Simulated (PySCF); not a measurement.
C₅H₇O, SMILES C1C(C[CH]C1)=O, multiplicity 2. Geometry optimised at B3LYP-D3(BJ)/def2-SVP. The isomer is the one that the SMILES or the coordinates give; other isomers of the formula were not compared. One conformer was computed; it need not be the lowest.

Computed equilibrium geometry at B3LYP-D3(BJ)/def2-SVP (PySCF confirms it by a frequency run) as bond lengths and angles (one conformer of several):
Atoms: O1 C2 C3 C4 C5 C6 H7 H8 H9 H10 H11 H12 H13. Bonded distances (Å): O1–C2 1.204, C2–C3 1.536, C2–C6 1.532, C3–C4 1.489, C3–H7 1.109, C3–H8 1.109, C4–C5 1.502, C4–H9 1.091, C5–C6 1.539, C5–H10 1.111, C5–H11 1.104, C6–H12 1.105, C6–H13 1.099. Bond angles (°): O1–C2–C3 125.6, O1–C2–C6 125.7, C3–C2–C6 108.7, C2–C3–C4 104.7, C2–C3–H7 109.1, C2–C3–H8 109.1, C4–C3–H7 114.8, C4–C3–H8 114.4, H7–C3–H8 104.8, C3–C4–C5 112.4, C3–C4–H9 124.0, C5–C4–H9 123.3, C4–C5–C6 104.9, C4–C5–H10 110.9, C4–C5–H11 112.5, C6–C5–H10 110.5, C6–C5–H11 113.0, H10–C5–H11 105.2, C2–C6–C5 106.1, C2–C6–H12 106.6, C2–C6–H13 110.3, C5–C6–H12 111.4, C5–C6–H13 115.4, H12–C6–H13 106.7.
Charge 0, spin multiplicity 2.
